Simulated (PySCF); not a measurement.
Mayer bond orders and bond lengths

C7H10Ge.
Atom-mapped SMILES: `[CH2:1]=[CH:2][C:3]#[C:4]/[CH:5]=[C:6](\[CH3:7])[GeH3:8]` (hydrogens: H9, H10 on C1; H11 on C2; H12 on C5; H13, H14, H15 on C7; H16, H17, H18 on Ge8)

Cartesian coordinates in Å at the PBE0-D3(BJ)/def2-SVP level; atoms count from 1:
```xyz
18
C7H10Ge angstrom
C      4.4434   -0.3563    0.0989
C      3.3211    0.3777    0.1741
C      2.0082   -0.1581    0.1726
C      0.8663   -0.5907    0.1737
C     -0.4451   -1.1300    0.1735
C     -1.5809   -0.3959    0.2512
C     -1.5768    1.0965    0.3442
Ge    -3.3011   -1.3100    0.2422
H      4.4031   -1.4462    0.0302
H      5.4261    0.1206    0.1048
H      3.3978    1.4699    0.2420
H     -0.5098   -2.2227    0.1045
H     -2.1124    1.5441   -0.5102
H     -0.5548    1.5027    0.3628
H     -2.1030    1.4368    1.2520
H     -3.0751   -2.8246    0.1044
H     -4.1617   -0.7997   -0.9303
H     -4.0617   -1.0121    1.5493
```

Bond orders from the PBE0/pcSseg-1 density (PySCF). Geometry: PBE0-D3(BJ)/def2-SVP; no solvent, vibrations or thermal averaging. The calculation is non-relativistic, for germanium too.

Q: Where do the orders between heavy atoms depart from those drawn in the SMILES?

A: The largest departure is 0.857, at C3–C4 (drawn triple, 2.143). Drawn single, order above 1.12: C2–C3 (1.200) and C4–C5 (1.148). Drawn single, order below 0.88: C6–Ge8 (0.854). Drawn double or triple, more than 0.30 short of the drawn order: C3–C4 (2.143).

Q: Give the Mayer order of every bond, beside its length.

A: 
```tsv
bond	drawn as	length (Å)	Mayer order
C1–C2	double	1.343	1.897
C2–C3	single	1.418	1.200
C3–C4	triple	1.221	2.143
C4–C5	single	1.418	1.148
C5–C6	double	1.355	1.745
C6–C7	single	1.495	1.075
C6–Ge8	single	1.948	0.854
C1–H9	single	1.093	0.957
C1–H10	single	1.092	0.949
C2–H11	single	1.097	0.931
C5–H12	single	1.097	0.946
C7–H13	single	1.103	0.942
C7–H14	single	1.100	0.952
C7–H15	single	1.103	0.943
Ge8–H16	single	1.538	0.950
Ge8–H17	single	1.541	0.946
Ge8–H18	single	1.541	0.946
```

Bonds between the same two heavy elements. C–C: lowest C6–C7 (1.075, 1.495 Å), highest C3–C4 (2.143, 1.221 Å).

Q: Sum the orders of all bonds at each heavy atom with more than one neighbour and set the sums beside the valence in the SMILES.

A: C1 3.803 (drawn 4), C2 4.028 (drawn 4), C3 3.343 (drawn 4), C4 3.291 (drawn 4), C5 3.839 (drawn 4), C6 3.674 (drawn 4), C7 3.912 (drawn 4), Ge8 3.696 (drawn 4). Orders between atoms that aren't bonded are not in these sums.

The Mayer order sums products of elements of PS (density times overlap matrix) between the two atoms' basis functions, so it depends on the basis set.
